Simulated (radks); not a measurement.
Results of a calculation; reference values are marked as such.
All-electron atom: Ba IV in [Kr] 4d10 5s2 5p3 6s2 (not the ground configuration). Code: a radial shooting solver on a logarithmic mesh with Libxc functionals. Model: scalar-relativistic Kohn-Sham, PBEsol, spin-polarised, spherical densities, point nucleus; open shells are filled with parallel spins first (spin-orbit coupling, left out, can overturn this in heavy ions). Some entries of the table are withheld. Estimate them.

orbital  occ.  eigenvalue (Ry)  r(max) (bohr)
1s up       1        -2740.087        0.01643
1s down     1        -2740.072        0.01643
2s up       1        -435.4345        0.09291
2s down     1        -435.4267        0.09291
2p up       3        -390.8033        0.07464
2p down     3        -390.7907        0.07464
3s up       1        -94.05151         0.2664
3s down     1        -94.03864         0.2664
3p up       3        -79.74461         0.2607
3p down     3        -79.73012         0.2607
3d up       5        -58.95293         0.2151
3d down     5        -58.93911         0.2151
4s up       1        -20.60172         0.6246
4s down     1        -20.57370         0.6248
4p up       3        -15.98093         0.6532
4p down     3        -15.95097         0.6534
4d up       5         -9.27041         0.6944
4d down     5         -9.22801         0.6944
5s up       1         -4.95405          1.440
5s down     1         -4.72638          1.427
5p up       3              (1)          1.600
5p down     0              (2)          1.592
5d up       0         -2.11641            (3)
5d down     0         -1.94247            (4)
6s up       1         -1.73963            (5)
6s down     1         -1.70703            (6)
6p up       0         -1.38239          3.585
6p down     0         -1.36233          3.637

Answer. 
(1) 5p up eigenvalue (Ry): -3.73508
(2) 5p down eigenvalue (Ry): -3.50191
(3) 5d up r(max) (bohr): 2.005
(4) 5d down r(max) (bohr): 2.061
(5) 6s up r(max) (bohr): 3.148
(6) 6s down r(max) (bohr): 3.213
